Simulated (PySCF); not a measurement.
# BI at PBE0

Computed with PBE0; PySCF, scalar-relativistic core potentials, basis sets B cc-pVTZ, I cc-pVTZ-PP with ECP28.

* state: ¹Σ⁺ (singlet), closed shell
* bond length: 4.042 bohr
* harmonic wavenumber: 581 cm⁻¹
* force constant: 2.02 mdyn/Å
* rotational constant Be: 0.3638 cm⁻¹
* anharmonicity ωexe: 2.59 cm⁻¹
* vibration–rotation constant αe: 0.00262 cm⁻¹
* well depth De to B + I: 3.74 eV
* dissociation energy D0: 3.70 eV
* HOMO–LUMO gap: 4.87 eV
* bond order (Mayer): 1.48
* dipole moment (positive dipole means B(−)I(+)): 1.32 D

These are scalar-relativistic numbers at best; spin–orbit coupling would shift them, the dissociation energy most.
